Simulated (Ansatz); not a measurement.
`[F][SnH2][I]` + H₂O → `[OH][SnH2][F]` + HI  (formal hydrolysis of the Sn–I bond)

Gas-phase electronic energies from Ansatz, PBE0-D4/def2-TZVP geometries. CCSD(T)/CBS adds triple-zeta CCSD(T) − MP2 to the extrapolated MP2 energy (def2 sets, frozen cores). This one scheme is used for every species. def2 core potentials past Kr. For I, Sn outer-core shells are correlated without core-valence functions, which leaves a few kJ/mol of doubt a bond. Each species was taken in one conformer, which may not be the lowest.

```json
{"species": "`[F][SnH2][I]`", "HF/def2-TZVPP energy (Eh)": "-610.72875"}
{"species": "H₂O", "HF/def2-TZVPP energy (Eh)": "-76.06237"}
{"species": "`[OH][SnH2][F]`", "HF/def2-TZVPP energy (Eh)": "-389.51488"}
{"species": "HI", "HF/def2-TZVPP energy (Eh)": "-297.24257"}
```

Task: Work out ΔE.

Result: ΔE = (-389.51488) + (-297.24257) − (-610.72875) − (-76.06237) = 0.03367 Eh = +0.92 eV. CCSD(T)/CBS gives +0.93 eV.

Largest T1 diagnostic among the species: 0.014.

From r2SCAN to r2SCAN0 (25 % exact exchange), in def2-TZVPP and without D4, ΔE moves by +0.07 eV. In def2-TZVPP, CCSD(T) changes the Hartree–Fock value by −0.12 eV (the triples alone add −0.01 eV) and MP2 by −0.04 eV.
